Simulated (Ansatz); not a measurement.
`CS[SiH2]O` at its PBE0-D4/def2-TZVP geometry, where that method's forces vanish. Total charge 0; spin multiplicity 1.

```xyz
10

C    -1.1651   -1.0625    0.6615
S     0.4110   -0.4131    1.2947
Si    0.8007    1.0694   -0.1682
O     1.0312    0.4598   -1.6801
H    -1.0477   -1.4612   -0.3451
H    -1.9320   -0.2881    0.6671
H    -1.4679   -1.8675    1.3302
H     2.0005    1.7775    0.3467
H    -0.3597    1.9762   -0.3254
H     1.7290   -0.1904   -1.7813
```

**Question.** What forces (eV/Å) does PBE-D4/def2-TZVPP give on these atoms in the Gaussian-basis code of Ansatz? (Best estimate.)

**Answer.** Ansatz gave: 
```
C1  -0.048 -0.011 -0.029
S2   0.222 -0.051  0.297
Si3 -0.007  0.132  0.282
O4  -0.276  0.136 -0.470
H5   0.010 -0.085 -0.199
H6  -0.163  0.148 -0.005
H7  -0.064 -0.161  0.129
H8   0.129  0.089  0.086
H9  -0.130  0.109 -0.040
H10  0.328 -0.305 -0.050
```
